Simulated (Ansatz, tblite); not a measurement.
Spin states of Mg₂O₂ (the lowest singlet isomer of a short search), each relaxed with PBE0-D4/def2-TZVP in Ansatz. Electronic energies in the gas phase.

The xTB rows come from tblite. B3LYP takes the VWN-RPA correlation. Correlated methods freeze 4 core orbitals; core or outer-core shells of Mg are correlated, in sets that lack core-valence functions. The structure comes from a short search, and lower isomers may exist.

Singlet geometry (D2h within 0.1 Å):

```csv
atom,x (Å),y (Å),z (Å)
Mg1,0.634,0.038,1.010
Mg2,-0.633,-0.038,-1.011
O3,0.592,1.227,-0.416
O4,-0.593,-1.227,0.417
```

Triplet geometry (D2h within 0.1 Å):

```xyz
4

Mg    1.3144   -0.0097   -0.4944
Mg   -1.3143    0.0095    0.4945
O    -0.2962   -0.9389   -0.7691
O     0.2961    0.9391    0.7689
```

Quintet geometry:

Cartesian coordinates in Å:
```
Mg -1.3007 0.7666 -0.6824
Mg 1.3681 -0.6802 0.6408
O 0.6002 0.7760 -0.3622
O -0.6677 -0.8624 0.4037
```

⟨S²⟩: triplet 2.01 at PBE0-D4/def2-TZVP (pure 2.00), quintet 6.02 at PBE0-D4/def2-TZVP (pure 6.00).

Run but left out: HF/6-31G (triplet: ⟨S²⟩ 3.00, where a pure state has 2.00); HF/def2-TZVP, MP2/def2-TZVP (triplet: a determinant that CCSD turns far, T1 0.048); HF/def2-TZVPP, MP2/def2-TZVPP, CCSD/def2-TZVPP, CCSD(T)/def2-TZVPP (flagged by the program: other roots).

Only these spin states were relaxed.

| level | triplet − singlet (kcal/mol) | quintet − singlet (kcal/mol) | lowest of these |
| --- | --- | --- | --- |
| GFN1-xTB | 41.8 | 108.3 | singlet |
| GFN2-xTB | 20.8 | 109.5 | singlet |
| LDA (SPW92)/def2-TZVP | 28.3 | 85.6 | singlet |
| PBE-D4/def2-TZVP | 22.4 | 72.9 | singlet |
| r2SCAN-D4/def2-TZVP | 21.9 | 70.7 | singlet |
| B97M-V/def2-TZVP | 21.7 | 75.6 | singlet |
| r2SCANh-D4/def2-TZVP | 23.4 | 69.8 | singlet |
| B3LYP-D4/6-31G | 11.8 | 47.1 | singlet |
| PBE0-D4/def2-TZVP | 25.9 | 72.1 | singlet |
| BHLYP-D4/def2-TZVP | 28.6 | 63.8 | singlet |
| ωB97X-V/def2-TZVP | 39.3 | 80.6 | singlet |
| RPA@PBE/def2-TZVP | 19.2 | 61.0 | singlet |

Change of the quintet − singlet gap on mixing in exact exchange, in kcal/mol: PBE to PBE0 (25 % exact exchange) -0.8; r2SCAN to r2SCANh (10 % exact exchange) -0.9.

The xTB methods have no term that favours high spin, so they put low spin too low.
